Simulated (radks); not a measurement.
Charge is removed step by step from the 5p1/2 level of Sb2+, starting from [Kr] 4d10 5s2 5p(1/2: 1, 3/2: 0). Calculated with a radial shooting solver on a logarithmic mesh with Libxc functionals: Dirac Kohn-Sham, PBE, spin-unpolarised, spherical densities, point nucleus.

removed (e),E - E(0) (eV),eigenvalue (eV),E minus straight line (eV)
0,0.000,-20.586,0.000
0.125,2.641,-21.673,-0.487
0.25,5.419,-22.770,-0.837
0.375,8.334,-23.878,-1.049
0.5,11.389,-24.996,-1.122
0.625,14.584,-26.124,-1.055
0.75,17.920,-27.261,-0.847
0.875,21.399,-28.408,-0.495
1,25.022,-29.564,0.000

Removing the whole electron costs 25.022 eV by Delta-SCF, against 20.586 eV from minus the eigenvalue at the starting occupation. Slater's transition state (half an electron removed) gives 24.996 eV. Integrating minus the eigenvalue over the occupation (Janak's theorem) gives 25.022 eV. The mean slope of the eigenvalue, de/dn, is 8.98 eV per electron. Ionisation energy of Sb2+ in the NIST Atomic Spectra Database: 25.324 eV (measured).

Beside tabulated values, note that spin-unpolarised runs miss the spin-polarisation part of the exchange energy of open shells.
